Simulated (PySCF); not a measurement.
**Working out the ionisation energy of Se**

Se [Ar] 3d10 4s2 4p4 (3P) → Se⁺ [Ar] 3d10 4s2 4p3 (4S). Computed with PySCF 2.14 in dyall-av2z, with no relativity, point nucleus. Frozen: [Ar] 3d10; the 39 highest virtual orbitals dropped. Energies in hartree (1 hartree = 27.21139 eV):

```json
{"part": "UHF", "Se (lower)": "-2399.845631", "Se⁺ (upper)": "-2399.529953"}
{"part": "MP2 opposite-spin", "Se (lower)": "-0.061505", "Se⁺ (upper)": "-0.046547"}
{"part": "MP2 same-spin", "Se (lower)": "-0.020076", "Se⁺ (upper)": "-0.017109"}
```

Q: What does Hartree-Fock give?

A: (-2399.529953) − (-2399.845631) = 0.315678 hartree = 8.590 eV.

Q: What do MP2 and SCS-MP2 (6/5 opposite-spin, 1/3 same-spin) give?

A: The opposite-spin parts differ by 0.407 eV and the same-spin parts by 0.081 eV. MP2: 8.590 + (0.407) + (0.081) = 9.078 eV. SCS-MP2: 8.590 + 1.2 × (0.407) + (0.081)/3 = 9.105 eV.

Measured between the centres of the two terms (NIST): 9.635 eV, so MP2 (valence) is off by -0.557 eV.

The calculation is non-relativistic.

A double-zeta basis recovers only part of the correlation energy.

What remains against the reference includes basis incompleteness, the frozen core and correlation beyond second order.
